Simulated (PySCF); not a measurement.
Species: `C#C[Si](O)(O)O[SiH2]SC`. The columns A, B, C and D hold Mulliken, IAO, Hirshfeld and ESP-fitted charges (e) of one PBE0/pcSseg-1 density (PySCF), in a shuffled order. Coordinates in Å (GFN2-xTB); the density's dipole moment is (-0.65, 0.56, 0.97) D.

```tsv
atom	x	y	z	A	B	C	D
C1	-2.832	2.659	0.677	-0.206	-0.079	-0.187	-0.176
C2	-2.523	1.516	0.474	-0.405	-0.166	-0.194	-0.381
Si3	-2.045	-0.248	0.165	+1.246	+0.544	+1.256	+1.613
O4	-2.168	-1.143	1.507	-0.745	-0.298	-0.541	-0.789
O5	-2.949	-0.929	-0.996	-0.784	-0.307	-0.534	-0.790
O6	-0.482	-0.258	-0.276	-0.482	-0.299	-0.724	-0.879
Si7	0.960	-0.370	0.423	+0.471	+0.372	+0.809	+0.965
S8	2.336	-0.256	-1.198	-0.258	-0.110	-0.310	-0.195
C9	3.861	-0.367	-0.211	-0.440	-0.116	-0.416	-0.504
H10	-3.103	3.660	0.855	+0.273	+0.099	+0.065	+0.204
H11	-3.013	-1.520	1.739	+0.466	+0.189	+0.256	+0.381
H12	-2.818	-0.684	-1.907	+0.464	+0.189	+0.255	+0.381
H13	1.168	0.764	1.320	-0.060	-0.082	-0.105	-0.158
H14	1.122	-1.649	1.104	-0.063	-0.080	-0.096	-0.153
H15	3.905	0.466	0.483	+0.153	+0.045	+0.151	+0.154
H16	4.696	-0.320	-0.900	+0.213	+0.054	+0.164	+0.173
H17	3.879	-1.307	0.330	+0.157	+0.045	+0.152	+0.154
```

Task: Which column most likely holds the ESP-fitted charges?

Result: A. Σ q r misses the density's dipole by 0.09 D (A), 0.54 D (D), 0.91 D (B), 2.42 D (C). Charges fitted to the outside potential are the only set here that is tied to the molecule's multipoles.

Task: And the Hirshfeld charges?

Result: B. The mean sizes are 0.181 e (B), 0.366 e (C), 0.405 e (A), 0.474 e (D), and Hirshfeld charges are commonly the smallest of these schemes.

As computed, A = ESP-fitted, B = Hirshfeld, C = Mulliken, D = IAO. Hydrogens on carbon: ESP-fitted +0.15 to +0.27, Hirshfeld +0.05 to +0.10, Mulliken +0.07 to +0.16, IAO +0.15 to +0.20 e.

The IAO scheme projects the occupied orbitals on a minimal set of polarised atomic orbitals and counts the electrons in each atom's part of it. The Mulliken scheme gives each basis function's population to the atom it is centred on and halves the overlap population of two atoms between them.

Isolated species at its GFN2-xTB geometry (one conformer only).
